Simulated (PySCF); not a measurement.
**ReS₂⁻: from structure and modes to constants**

All numbers come from UPBE0 in PySCF with Re def2-SVPD with ECP60, S def2-SVPD; scalar-relativistic core potentials, no spin–orbit coupling; density-fitted integrals.

The triplet minimum has C2v symmetry. Masses (u): Re 186.95575, S 31.97207.

```xyz
3
charge -1 multiplicity 3, angstrom
Re    0.0000    0.0000   -0.1786
S     2.0232    0.0000    0.5360
S    -2.0232    0.0000    0.5360
```

Harmonic wavenumbers (cm⁻¹): 80.6 (a1, ×1), 493.4 (b2, ×1), 502.3 (a1, ×1).

Question: What is the harmonic zero-point energy?

Answer: Half the sum of all 3 wavenumbers, 1076/2 = 538 cm⁻¹, which is 6.4 kJ/mol (1 cm⁻¹ = 0.0119627 kJ/mol).

Question: Find the vibrational entropy and heat capacity at 298.15 K.

Answer: With u = 1.43878 ω/T, each mode gives S = R[u/(eᵘ−1) − ln(1−e⁻ᵘ)] and C = R u² eᵘ/(eᵘ−1)².
| ω (cm⁻¹) | u | S (J/(mol K)) | C (J/(mol K)) |
| --- | --- | --- | --- |
| 80.6 | 0.389 | 16.21 | 8.21 |
| 493.4 | 2.381 | 2.82 | 5.29 |
| 502.3 | 2.424 | 2.73 | 5.21 |
The sums over all modes are S = 21.8 and C = 18.7 J/(mol K); the softest mode gives 74 % of the entropy.

Question: Give the standard entropy (298.15 K, 1 bar) by its translational, rotational, vibrational and spin parts, and Cp.

Answer: Sackur–Tetrode with M = 250.90 u gives 177.8; rotation with symmetry number 2 gives 102.7; vibration 21.8; spin R ln 3 = 9.1. The total is 311.4 J/(mol K), and Cp = 4 R + 18.7 = 52.0 J/(mol K).

Other isomers or separated fragments may lie lower. With open d or f shells other occupations or spin states may lie lower. The lowest empty level of this anion is unbound, so it and the gap depend on the basis. Spin–orbit coupling, left out here, can matter for elements this heavy.
